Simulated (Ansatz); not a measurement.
Basis-set extrapolation for `[BH2][Al]([CH3])[NH2]` (PBE0-D4/def2-TZVP geometry, frozen core, the Gaussian-basis code of Ansatz). Multiplicity 1, RHF reference.

```
                      def2-TZVPP   def2-QZVPP
                 HF  -363.056525  -363.069942
    MP2 correlation    -0.572315    -0.611179
CCSD(T) correlation    -0.642034      not run
```

Energies in hartree. Use E(X) = E(∞) + A·exp(−7.88·√X) for Hartree–Fock and E(X) = E(∞) + B·X^(−2.97) for correlation, with X = 3 and 4, and add CCSD(T) minus MP2 of the smaller set to the MP2 limit.

Question: What is the CCSD(T) energy at the basis-set limit?

Answer: HF limit: -363.069942 + (-0.013417) × 0.13774 = -363.07179. MP2 limit: -0.611179 + (-0.038864) × 0.74074 = -0.63997. Higher-order term: -0.642034 − (-0.572315) = -0.06972. Total: -363.78148 hartree, 217.7 kJ/mol below CCSD(T)/def2-TZVPP.
